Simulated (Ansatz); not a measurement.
`C[NH][GaH][CH2]F` + `COCF` → `F[CH2][GaH][F]` + `CNCOC`  (formal exchange of groups at a Ga–N bond)

Isolated molecules relaxed with PBE0-D4/def2-TZVP in Ansatz; ΔE leaves out vibrations. CBS: MP2 limit from def2 TZ/QZ plus the TZ coupled-cluster correction, frozen cores. DFT in def2-TZVPP. HSE06 is defined as in plane-wave codes. For Ga outer-core shells are correlated without core-valence functions, which leaves a few kJ/mol of doubt a bond. Scalar relativity is left out up to krypton. One conformer a species, not always the lowest.

| level | ΔE (kJ/mol) | difference from CCSD(T)/CBS |
| --- | --- | --- |
| revPBE-D4 | -61.6 | -6.0 |
| r2SCAN-D4 | -58.8 | -3.2 |
| r2SCANh-D4 | -59.4 | -3.8 |
| r2SCAN0-D4 | -60.3 | -4.7 |
| ωB97X-V | -60.7 | -5.1 |
| PBE-QIDH | -61.1 | -5.5 |
| PBE | -56.4 | -0.8 |
| revPBE | -56.8 | -1.2 |
| r2SCANh | -59.2 | -3.6 |
| r2SCAN0 | -60.2 | -4.6 |
| HSE06 | -58.3 | -2.7 |
| CAM-B3LYP | -58.1 | -2.5 |
| CCSD/def2-SVP | -60.6 | -5.0 |
| HF/def2-QZVPP | -64.1 | -8.5 |
| SCS-MP2/def2-QZVPP | -61.1 | -5.5 |
| MP2/CBS(def2) | -60.5 | -4.9 |
| CCSD(T)/CBS | -55.6 | 0 |

Largest T1 diagnostic among the species: 0.014.

At CCSD(T), def2-SVP lies −3.4 kJ/mol from the extrapolated value and def2-TZVPP −1.2 kJ/mol. Leaving LDA and LC-ωPBE aside and taking each functional with its dispersion term where it has one, the values, not all of them listed here, spread over 5.6 kJ/mol, from B97M-V to PBE-D4. LDA lies +3.5 kJ/mol from PBE without D4.
